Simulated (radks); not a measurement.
The numbers below are computed, except where a source is named.
The manganese ion Mn2+, 23 electrons, occupied as [Ar] 3d5 (the NIST ground configuration).

Code: a radial shooting solver on a logarithmic mesh with Libxc functionals. Model: Dirac Kohn-Sham, LDA (Slater exchange, Perdew-Wang correlation), spin-unpolarised, spherical densities, point nucleus; open shells are shared between the two j in proportion to 2j + 1.

Energy parts (eV):
part                      energy
total                 -31436.241
kinetic                31824.252
electron-nucleus      -74758.269
Hartree                12841.055
exchange-correlation   -1343.279

Orbitals (lengths in bohr, moments of r in powers of bohr; <r^-3> diverges for s and p1/2):
orbital	occ.	eigenvalue (eV)	<r^-3>
1s1/2	2	-6431.430	-
2s1/2	2	-759.6732	-
2p1/2	2	-654.2428	-
2p3/2	4	-643.8360	408.5
3s1/2	2	-103.2938	-
3p1/2	2	-73.2467	-
3p3/2	4	-71.9688	50.47
3d3/2	2	-24.6958	4.287
3d5/2	3	-24.5713	4.218

The highest occupied level is 3d5/2 at -24.571 eV. For comparison, the ionisation energy in NIST's Atomic Spectra Database is 33.67 eV (measured). In exact Kohn-Sham theory the highest level is minus the ionisation energy, but local and semilocal functionals leave it too shallow, through self-interaction and a potential that decays too fast; potentials with the right tail come closer.

Beside tabulated values, note that spin-unpolarised runs miss the spin-polarisation part of the exchange energy of open shells.
